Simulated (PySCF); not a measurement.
Si(F)(H)(SMe)2 (C2H7FS2Si), SMILES F[SiH](SC)SC.

Geometry: B3LYP-D3(BJ)/def2-SVP. The values are those of a single conformer.

Method: B3LYP-D3(BJ)/def2-SVP (PySCF).

Frequencies are harmonic and unscaled.

Computed vibrational spectrum:
| mode | ν (cm⁻¹) | IR (km/mol) | moving atoms (share of kinetic energy) |
|---|---|---|---|
| 1 | 49 | 1.4 | C 44 %, H 22 %, F 14 %, S 14 % |
| 2 | 65 | 1.2 | C 38 %, S 32 %, H 23 % |
| 3 | 90 | 0.1 | H 90 % |
| 4 | 104 | 0.1 | H 93 % |
| 5 | 123 | 1.3 | S 44 %, C 24 %, H 17 %, Si 10 % |
| 6 | 152 | 2.2 | C 35 %, H 26 %, F 23 %, S 11 % |
| 7 | 233 | 6.6 | F 38 %, S 33 %, C 14 % |
| 8 | 241 | 0.6 | S 44 %, C 20 %, H 14 %, Si 12 %, F 10 % |
| 9 | 286 | 6.6 | F 35 %, Si 31 %, S 22 %, C 9 % |
| 10 | 503 | 26.2 | S 47 %, Si 44 % |
| 11 | 569 | 100.7 | Si 54 %, S 36 %, H 9 % |
| 12 | 694 | 8.9 | C 59 %, S 32 %, H 9 % |
| 13 | 695 | 5.2 | C 59 %, S 32 %, H 9 % |
| 14 | 782 | 217.4 | H 87 %, Si 10 % |
| 15 | 833 | 50.8 | H 81 %, F 15 % |
| 16 | 902 | 187.1 | Si 44 %, F 42 %, H 13 % |
| 17 | 960 | 6.9 | H 84 %, C 14 % |
| 18 | 967 | 2.2 | H 84 %, C 14 % |
| 19 | 971 | 6.4 | H 81 %, C 16 % |
| 20 | 979 | 8.8 | H 81 %, C 16 % |
| 21 | 1333 | 9.0 | H 87 %, C 13 % |
| 22 | 1336 | 5.4 | H 87 %, C 13 % |
| 23 | 1449 | 8.6 | H 95 % |
| 24 | 1449 | 9.5 | H 96 % |
| 25 | 1459 | 4.7 | H 95 % |
| 26 | 1460 | 13.9 | H 95 % |
| 27 | 2226 | 111.1 | H 97 % |
| 28 | 3048 | 18.8 | H 98 % |
| 29 | 3049 | 17.8 | H 98 % |
| 30 | 3152 | 3.9 | H 90 %, C 10 % |
| 31 | 3154 | 4.1 | H 90 %, C 10 % |
| 32 | 3161 | 1.7 | H 90 %, C 10 % |
| 33 | 3166 | 1.1 | H 90 %, C 10 % |
